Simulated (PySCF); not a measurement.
C2H10N2Si2, SMILES N[Si@@H]1C[SiH2]CN1.

Coordinates come from a PBE0-D3(BJ)/def2-SVP optimisation. The structure was generated by enumeration; whether it is a known compound was not checked. The values are those of a single conformer.

Two levels are set side by side: TDA-PBE/def2-SVPD (PySCF) and TDA-B3LYP/def2-SVPD (PySCF). Vertical, same geometry. The lowest singlet is HOMO→LUMO 94 % with PBE and HOMO→LUMO 87 % with the other functional; states are paired by order. Differences are taken from unrounded values.

```tsv
quantity	TDA-PBE
lowest singlet excitation (eV)	5.15
lowest triplet excitation (TDA) (eV)	4.98
first bright state (f over 0.05) (eV)	5.96
its oscillator strength	0.05
```

Q: These are the TDA-PBE values. What does TDA-B3LYP give? (An estimate is asked for; the answer gives what the named calculation found.)

A: 
| quantity | TDA-B3LYP | TDA-PBE minus TDA-B3LYP |
|---|---|---|
| lowest singlet excitation (eV) | 5.70 | -0.55 |
| lowest triplet excitation (TDA) (eV) | 5.51 | -0.53 |
| first bright state (f over 0.05) (eV) | 6.68 | -0.72 |
| its oscillator strength | 0.05 | 0.00 |

Functionals without exact exchange tend to place singlet excitations lower, as here. Differences between two approximate levels are no errors against the true value.

Rough cost on one machine, each run with all the roots and properties that it gave: TDA-B3LYP against TDA-PBE about 2 times.
